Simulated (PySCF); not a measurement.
[OsH3]+ (triplet). Method: UPBE0 in PySCF with Os def2-TZVP with ECP60, H def2-TZVP; scalar-relativistic core potentials, no spin–orbit coupling; density-fitted integrals.

Harmonic bands of its minimum:

```csv
ω (cm⁻¹),IR (km/mol)
245,1.1
584,74.4
714,2.0
2317,20.7
2339,9.1
2342,34.2
```

Q: The central atom is Os. Infer the point group and assign the bands.

A: Cs. The modes span 2a'' + 4a': 245 a'', 584 a', 714 a', 2317 a', 2339 a'', 2342 a'. The computed geometry has Os–H 1.573 Å (×3); H–Os–H 52.7°, H–Os–H 87.0° (×2).

Only a few start shapes were tried, so a lower isomer may exist. With open d or f shells other occupations or spin states may lie lower. No spin–orbit coupling is included, which matters more the heavier the element.
